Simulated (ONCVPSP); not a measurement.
## Before and after: ONCV potential for germanium

germanium, optimised norm-conserving Vanderbilt (ONCV), made with ONCVPSP 4.0.1 (PBE, scalar-relativistic). Core [Ar], reference 3d10 4s1 (charge +3). Waves: 4s: rc 1.75 bohr, ncon 4, nbas 9, qcut 3.6 1/bohr, 3 projectors, debl 2.2 Ha; p scattering state at 0.13 Ha: rc 1.85 bohr, ncon 4, nbas 8, qcut 5.1 1/bohr, 2 projectors, debl 1.7 Ha; 3d: rc 0.95 bohr, ncon 3, nbas 7, qcut 16.9 1/bohr, 2 projectors, debl 1.5 Ha; f scattering state at 0.34 Ha: rc 1.45 bohr, ncon 4, nbas 8, qcut 7.7 1/bohr, 3 projectors, debl 1.1 Ha. Local part: polynomial inside 0.90 bohr (lpopt 5, dvloc0 4 Ha). Core correction: Teter function, fcfact 5.25, rcfact 1.45.

In the p channel the program set the typed energies aside and used 0.050, 1.750 Ha. In the d channel the program set the typed energies aside and used -2.319, 0.250 Ha.

All-electron outer shells of the reference configuration (PBE, scalar-relativistic, ld1.x):

```json
{"shell": "3p", "level (eV)": "-149.62", "outermost node (bohr)": "0.23", "outermost maximum (bohr)": "0.54"}
{"shell": "3d", "level (eV)": "-63.10", "outermost node (bohr)": "–", "outermost maximum (bohr)": "0.50"}
{"shell": "4s", "level (eV)": "-40.46", "outermost node (bohr)": "0.76", "outermost maximum (bohr)": "1.62"}
```

Change: d: rc 0.68; local potential polynomial inside 0.68 bohr (lpopt 5, dvloc0 4 Ha).

Cutoffs: the cutoffs (Ha) at which the residual kinetic energy of the hardest occupied pseudo-wave falls to 1 and 0.1 mHa per electron; they do not see the model core or the augmentation charge, which bear on the density cutoff. Errors are all-electron minus pseudo energies relative to the spin-unpolarised reference configuration.

Task: What does the change do?

Result: The potential gets harder (111 Ha and 124 Ha → 152 Ha and 507 Ha); the bound ghosts move from f to f, s; of the 4 tests that both files solve, the error grows in 0 and shrinks in 4 by more than 15 % and 0.3 meV (median size 87.3 → 39.1 meV); the range in which the s phases agree widens (upper end 3.4 → at the end of the scan); the range in which the p phases agree narrows (upper end 3.6 → 2.3). A smaller radius makes the pseudo-wave follow the all-electron one further in, where it bends more sharply, so more plane waves are needed. Less of the atom is replaced, so other configurations are described better.

```csv
quantity,base,changed
"cutoff, loose",111 Ha,152 Ha
"cutoff, tight",124 Ha,507 Ha
loose cutoff by channel,"s 25 Ha, d 111 Ha","s 25 Ha, d 152 Ha"
bound ghosts,f,"s, f"
GHOST(+) flags under 300 eV,"s at 92.7 eV, p at 148.2 eV",p at 62.7 eV
"error for 3d10 4s2 4p2, meV [ΔE -57.68 eV]",+168,+109
"error for 3d10 4s2 4p1, meV [ΔE -50.23 eV]",+116,+64
"error for 3d10 4s2, meV [ΔE -34.79 eV]",+36,+2.3
"error for 3d10 4s0, meV [ΔE 46.34 eV]",+59,-14
s: phases at 1.78 bohr within 0.05 rad from the reference energy up to (Ha; the scan ends near 5),3.4,to the end of the scan
p: phases at 1.87 bohr within 0.05 rad from the reference energy up to (Ha; the scan ends near 5),3.6,2.3
f: phases at 1.48 bohr within 0.05 rad from the reference energy up to (Ha; the scan ends near 5),to the end of the scan,to the end of the scan
"rms error of d²Exc/dni dnj with the model core, mHa",5.70,1.25
```

 A true bound ghost makes a file unfit for plane-wave use even where its test errors are small: the radial tests pick states by their node count and pass the ghost by.
